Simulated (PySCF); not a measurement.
Computed IR spectrum (relative IR intensity) of a molecule C5H10O. The structure is a stationary point at B3LYP-D3(BJ)/def2-SVP. One conformer was computed; it need not be the lowest. Calculation: PySCF 2.14.0 with B3LYP-D3(BJ)/def2-SVP. No scaling factor is applied to the harmonic values.

```
ν (cm⁻¹)  relative intensity
--------  ------------------
106                      3.0
265                      3.3
456                      7.1
760                      4.9
971                      8.9
1062                      21
1067                      15
1141                     2.4
1178                      63
1180                      16
1193                      39
1222                      42
1240                     3.7
1256                      48
1273                      39
1305                     4.1
1390                      68
1445                     2.7
1457                     3.2
1460                     6.8
1484                      18
1496                     2.3
2958                      39
2967                     100
3019                      60
3053                      44
3060                      39
3064                      16
3110                     7.7
3120                      54
3129                      50
```

Task: Which structure fits?
A) C/C=C/CCO
B) OCCC1CC1
C) C1CCOCC1
D) COC1CCC1

Result: D, COC1CCC1
